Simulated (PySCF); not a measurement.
## How methods differ on the ionisation energy of Kr

Kr [Kr] (1S) → Kr+ [Ar] 3d10 4s2 4p5 (2P), as a difference of total energies. Computed with PySCF 2.14 in aug-cc-pVDZ-DK (6s5p3d, 36 functions), with the spin-free X2C one-electron Hamiltonian (Gaussian nucleus). Correlated levels: valence: [Ar] 3d10 frozen. The calculations carry no spin-orbit coupling.

Question: Order these methods by the ionisation energy they give, lowest first.
A. PBE
B. CCSD (valence)
C. MP2 (valence)
D. MN15

Answer: B (13.876 eV), C (13.979 eV), D (14.044 eV), A (14.115 eV).

Errors of the correlated levels include the incompleteness of this basis and the frozen core.

For comparison: 14.222 eV (measured; NIST levels, between the centres of gravity of the two terms).
